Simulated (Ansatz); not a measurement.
Geometry optimisation, RKS PBE0-D4/def2-SVP in Ansatz 0.2.0.

Input:

```yaml
crystal:
  periodic: [false, false, false]
  atoms:
    - { symbol: C, position_ang: [-1.5288, -1.2766, 0.625] }
    - { symbol: "N", position_ang: [-0.5072, -0.6046, -0.1141] }
    - { symbol: C, position_ang: [0.2503, 0.3781, 0.4557] }
    - { symbol: O, position_ang: [0.2636, 0.7458, 1.6342] }
    - { symbol: Si, position_ang: [1.6176, 1.2611, -0.5982] }
    - { symbol: Cl, position_ang: [1.4417, 0.6433, -2.5356] }
    - { symbol: H, position_ang: [-0.22824, -1.53075, 0.26804] }
    - { symbol: H, position_ang: [-1.2553, -1.37, 1.6508] }
    - { symbol: H, position_ang: [-2.4515, -0.5656, 0.6087] }
    - { symbol: H, position_ang: [-0.4304, -0.7637, -1.0898] }
    - { symbol: H, position_ang: [1.4263, 2.7473, -0.5996] }
    - { symbol: H, position_ang: [3.0248, 0.9379, -0.147] }
basis:
  gaussian: { orbitals: def2-SVP }
hamiltonian:
  xc: pbe0
  dispersion: d4
relax:
  f_tol: 0.02
  max_steps: 50
output:
  orbitals: {}
```

Command:

```bash
$ ansatz run input.yaml --threads 2 --pin off --max-ram 3072MiB --backend cpu --events-out ev --progress --plain --runs-dir out
```

Problem. Where does it end, and by what steps?

Solution. The forces met the threshold. After 17 steps the energy has fallen by 5.535 eV; H7 moved furthest, 1.26 Å. Parted: N2–H7. Joined: C1–H7.

| step | energy less start (eV) | largest force component (eV/Å) | accepted |
| --- | --- | --- | --- |
| 0 | 0.0000 | 5.152 | yes |
| 1 | -0.8167 | 1.822 | yes |
| 2 | -1.1893 | 1.474 | yes |
| 3 | -1.6075 | 2.845 | yes |
| 4 | -2.4031 | 3.852 | yes |
| 5 | -3.7863 | 3.729 | yes |
| 6 | -5.1058 | 1.601 | yes |
| 7 | -5.4349 | 0.800 | yes |
| 8 | -5.4806 | 0.568 | yes |
| 9 | -5.5038 | 0.445 | yes |
| 10 | -5.4844 | 0.803 | no |
| 11 | -5.5293 | 0.101 | yes |
| 12 | -5.5324 | 0.176 | yes |
| 13 | -5.5346 | 0.085 | yes |
| 14 | -5.5352 | 0.036 | yes |
| 15 | -5.5354 | 0.037 | yes |
| 16 | -5.5354 | 0.026 | yes |
| 17 | -5.5355 | 0.017 | yes |

```xyz
12
Properties=species:S:1:pos:R:3
C -1.353 -1.235 0.651
N -0.394 -0.469 -0.104
C 0.442 0.424 0.468
O 0.485 0.686 1.659
Si 1.676 1.381 -0.636
Cl 1.437 0.799 -2.627
H -1.163 -2.317 0.567
H -1.256 -0.939 1.704
H -2.384 -1.032 0.317
H -0.328 -0.593 -1.108
H 1.401 2.836 -0.526
H 3.061 1.060 -0.207
```

Whether the end is a true minimum wasn't checked by a vibrational analysis.

The run took 65 s on 2 threads of Intel(R) Xeon(R) CPU @ 2.60GHz (Ice Lake), with other jobs on the host, peak memory 0.33 GiB.
